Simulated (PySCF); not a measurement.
PySCF input for C₃H₈O₂Si, SMILES C=C[SiH](O)OC, PBE0/pcSseg-1. Geometry optimised at PBE0-D3(BJ)/def2-SVP. The values are those of a single conformer.

```python
import numpy as np
from pyscf import gto, scf, dft
from pyscf.prop.nmr import rks as nmr

mol = gto.M(
    atom='''
    Si   -0.19810167   -0.09144209   -0.38859430
    O    -0.09815158    1.53845332   -0.71443000
    C     1.49815150   -0.84772294   -0.34143505
    C     2.56275058   -0.22553451   -0.86153946
    O    -0.86908100   -0.41052783    1.09630985
    C    -2.19927604   -0.13382353    1.43627176
    H    -1.08926909   -0.62014849   -1.45754157
    H     0.47257996    2.04176570   -0.12505498
    H     1.63737682   -1.83303090    0.12136881
    H     2.47172663    0.75804911   -1.33733870
    H     3.56749427   -0.66245986   -0.84217880
    H    -2.41281715   -0.56841209    2.42474900
    H    -2.91254715   -0.56889102    0.71151742
    H    -2.39301630    0.95239884    1.48997685
    ''',
    basis='pcSseg-1',
    charge=0,
    spin=0,
    max_memory=1600,
    verbose=3,
)
mf = dft.RKS(mol, xc='pbe0')
mf.grids.level = 3
mf.conv_tol = 1e-10
mf.max_cycle = 100
mf.kernel()
n = nmr.NMR(mf)
n.verbose = 2
n.max_cycle_cphf = 60
sigma = n.kernel()
print('atom   isotropic/ppm   span/ppm')
for i, s in enumerate(sigma):
    w = np.linalg.eigvalsh((s + s.T) / 2)
    print(f'{mol.atom_symbol(i):2s}{i + 1:3d} {w.mean():14.3f} {w[2] - w[0]:11.3f}')
```

Program output:

```
converged SCF energy = -558.66029999545
atom   isotropic/ppm   span/ppm
Si  1        374.898      44.326
O   2        285.509      63.443
C   3         40.805     247.996
C   4         38.528     259.152
O   5        288.455     138.503
C   6        131.699      78.036
H   7         26.589       7.899
H   8         30.042      18.497
H   9         25.029       5.130
H  10         25.106       8.663
H  11         24.906       6.394
H  12         27.511      10.662
H  13         27.636       9.791
H  14         27.468      10.938
```

The run converged.

Cost: about 80 core-seconds (a rough figure).
